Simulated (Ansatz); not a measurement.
Geometry optimisation, RKS r2SCANh-D4/def2-SVP (Ansatz).

input.yaml

```yaml
crystal:
  periodic: [false, false, false]
  atoms:
    - { symbol: B, position_ang: [-0.058385, -0.51718, -0.476928] }
    - { symbol: C, position_ang: [0.006874, -0.203451, 2.316169] }
    - { symbol: H, position_ang: [-1.040369, 0.040526, 2.542136] }
    - { symbol: H, position_ang: [0.555671, -0.364189, 3.253509] }
    - { symbol: H, position_ang: [0.463879, 0.630506, 1.769106] }
    - { symbol: O, position_ang: [1.101153, 0.109107, -0.760018] }
    - { symbol: H, position_ang: [1.834266, -0.508777, -0.839256] }
    - { symbol: F, position_ang: [-1.171312, 0.209294, -0.38645] }
    - { symbol: O, position_ang: [-0.118572, -1.893918, -0.35877] }
    - { symbol: H, position_ang: [-1.014341, -2.193514, -0.172512] }
    - { symbol: H, position_ang: [0.049136, -1.126703, 1.714815] }
basis:
  gaussian: { orbitals: def2-SVP }
hamiltonian:
  xc: r2scanh
  dispersion: d4
relax:
  f_tol: 0.03
  max_steps: 50
```

Command:

```bash
$ ansatz run input.yaml --threads 4 --pin off --max-ram 5120MiB --backend cpu --events-out ev --progress --plain --runs-dir out
```

Question: Where does it end, and by what steps?

Answer: The forces met the threshold. After 11 steps the energy has fallen by 0.116 eV; H11 moved furthest, 0.45 Å.

```csv
step,energy less start (eV),largest force component (eV/Å),accepted
0,0.0000,0.838,yes
1,-0.0980,0.463,yes
2,0.0350,1.976,no
3,-0.1076,0.114,yes
4,-0.1100,0.065,yes
5,-0.1103,0.303,yes
6,-0.1128,0.031,yes
7,-0.1139,0.103,yes
8,-0.1147,0.091,yes
9,-0.1153,0.051,yes
10,-0.1155,0.058,yes
11,-0.1156,0.012,yes
```

```xyz
11
Properties=species:S:1:pos:R:3
B -0.097 -0.553 -0.638
C 0.031 -0.187 2.520
H -0.947 0.301 2.447
H 0.361 -0.206 3.564
H 0.757 0.368 1.914
O 1.017 0.162 -0.906
H 1.781 -0.406 -1.041
F -1.234 0.111 -0.427
O -0.078 -1.911 -0.591
H -0.941 -2.282 -0.384
H -0.043 -1.214 2.143
```

Whether the end is a true minimum wasn't checked by a vibrational analysis.

Run time: 15 s on 4 threads of Intel(R) Xeon(R) 6975P-C (Granite Rapids), on a shared host, peak memory 0.24 GiB.
